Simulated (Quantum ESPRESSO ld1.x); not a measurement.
Results of a calculation; reference values are marked as such.
Ne, configuration [Ne].

Level of theory: scalar-relativistic Kohn-Sham, LDA (Slater exchange, VWN5 correlation), spin-polarised, spherical densities, point nucleus (ld1.x of Quantum ESPRESSO 7.5).

Energy parts (Ry):
total: -256.7568
kinetic: 256.3004
electron-nucleus: -621.1809
Hartree: 131.5728
exchange-correlation: -23.4491

Orbitals (lengths in bohr, moments of r in powers of bohr; <r^-3> diverges for s and p1/2):
| orbital | occ. | eigenvalue (Ry) | <r^-3> | <r^4> | <1/r> | <r^2> |
|---|---|---|---|---|---|---|
| 1s | 2 | -60.6950 | - | 0.003010 | 9.584 | 0.03397 |
| 2s | 2 | -2.65486 | - | 2.030 | 1.631 | 0.9960 |
| 2p | 6 | -0.99511 | 11.33 | 4.732 | 1.438 | 1.297 |

The highest occupied level is 2p at -13.539 eV. Summed over all electrons, <r^2> = 9.843 bohr^2, which gives a Langevin (diamagnetic) susceptibility term of -7.8 x 10^-6 cm^3/mol. The density falls to 0.001 e/bohr^3 at r = 2.98 bohr.
